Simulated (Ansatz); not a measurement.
Two isomers of CH6NOSb: A = `C[O][SbH][NH2]`, B = `[NH2][SbH][CH2]O`.

Isolated molecules relaxed with PBE0-D4/def2-TZVP in Ansatz; ΔE leaves out vibrations. CCSD(T)/CBS is the MP2 limit (def2-TZVPP, def2-QZVPP) plus CCSD(T) − MP2 in def2-TZVPP, frozen cores. Functionals use def2-TZVPP. B3LYP here is the variant with VWN-RPA as its local correlation; programs differ in this. Elements past krypton have def2 core potentials. For Sb outer-core shells are correlated without core-valence functions, which leaves a few kJ/mol of doubt a bond. Each species was taken in one conformer, which may not be the lowest.

A:

```xyz
10

C    -1.387   -0.835   -0.604
O    -0.093   -1.107   -0.132
Sb    1.359    0.143   -0.626
N     1.242    1.513    0.843
H    -2.012   -1.713   -0.418
H    -1.845    0.019   -0.086
H    -1.413   -0.628   -1.684
H     2.454   -0.821    0.266
H     1.088    1.152    1.775
H     0.608    2.278    0.665
```

B:

Z-matrix (Å, degrees):
```
C
Sb 1 2.165
O 1 1.412 2 107.2
H 1 1.096 2 106.8 3 -120.7
H 1 1.098 2 108.9 3 121.8
N 2 2.039 1 94.6 3 96.0
H 2 1.725 1 90.8 3 -166.8
H 3 0.961 1 108.9 2 -170.2
H 6 1.011 2 114.0 1 81.1
H 6 1.011 2 111.7 1 -156.1
```

(1) Which is lower in electronic energy at CCSD(T)/CBS, and by how much? (Estimate.)

(2) Give E(B) − E(A) in kcal/mol with CCSD(T)/def2-TZVPP, PBE-D4, B3LYP-D4, B2PLYP, B3LYP, ωB97M-V, CCSD/def2-TZVPP. (Best estimate.)

Largest T1 diagnostic: 0.014.

Answers

(1) The calculation gave: A, by 12.9 kcal/mol.

(2) Computed: CCSD(T)/def2-TZVPP 12.4, PBE-D4 12.9, B3LYP-D4 14.1, B2PLYP 14.3, B3LYP 14.3, ωB97M-V 13.1, CCSD/def2-TZVPP 12.3. None reverses the order clearly.

From PBE to PBE0 (25 % exact exchange), in def2-TZVPP and without D4, E(B) − E(A) moves by −0.9 kcal/mol. In def2-TZVPP, CCSD(T) changes the Hartree–Fock value by −2.0 kcal/mol (the triples alone add +0.1 kcal/mol) and MP2 by −1.6 kcal/mol.
